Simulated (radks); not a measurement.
Pr6+, 53 electrons, occupied as [Kr] 4d10 4f1 5s2 5p4. All-electron calculation, Dirac Kohn-Sham, PBE, spin-unpolarised, spherical densities, point nucleus; open shells are shared between the two j in proportion to 2j + 1. Program: a radial shooting solver on a logarithmic mesh with Libxc functionals.

Normalised radial functions P(r) = r R(r) (large component), r in bohr:

| r | 4d5/2 | 5s1/2 |
|---|---|---|
| 0.001287 | 0.0000 | 0.0484 |
| 0.00169 | 0.0000 | 0.0603 |
| 0.002218 | 0.0000 | 0.0745 |
| 0.002935 | 0.0001 | 0.0914 |
| 0.003852 | 0.0002 | 0.1098 |
| 0.005056 | 0.0004 | 0.1291 |
| 0.00669 | 0.0010 | 0.1478 |
| 0.008781 | 0.0021 | 0.1613 |
| 0.01153 | 0.0045 | 0.1649 |
| 0.01525 | 0.0097 | 0.1507 |
| 0.02002 | 0.0198 | 0.1113 |
| 0.02628 | 0.0395 | 0.0407 |
| 0.03477 | 0.0774 | -0.0624 |
| 0.04563 | 0.1423 | -0.1736 |
| 0.0599 | 0.2463 | -0.2544 |
| 0.07925 | 0.3996 | -0.2449 |
| 0.104 | 0.5758 | -0.1012 |
| 0.1365 | 0.7196 | 0.1471 |
| 0.1807 | 0.7218 | 0.3631 |
| 0.2371 | 0.4647 | 0.3293 |
| 0.3138 | -0.0937 | -0.0320 |
| 0.4118 | -0.7579 | -0.4609 |
| 0.5406 | -1.2333 | -0.5369 |
| 0.7153 | -1.2729 | -0.0469 |
| 0.9388 | -0.9277 | 0.6466 |
| 1.232 | -0.4847 | 1.0182 |
| 1.63 | -0.1679 | 0.8546 |
| 2.14 | -0.0372 | 0.4362 |
| 2.809 | -0.0045 | 0.1319 |
| 3.717 | -0.0002 | 0.0197 |
| 4.879 | 0.0000 | 0.0013 |

4d5/2: eigenvalue -191.50 eV, 1 radial node at r = 0.301 bohr, <r> = 0.718 bohr, 90 % of the charge inside 1.07 bohr. 5s1/2: eigenvalue -109.54 eV, 4 radial nodes at r = 0.0296, 0.117, 0.308, 0.729 bohr, <r> = 1.39 bohr, 90 % of the charge inside 1.96 bohr.
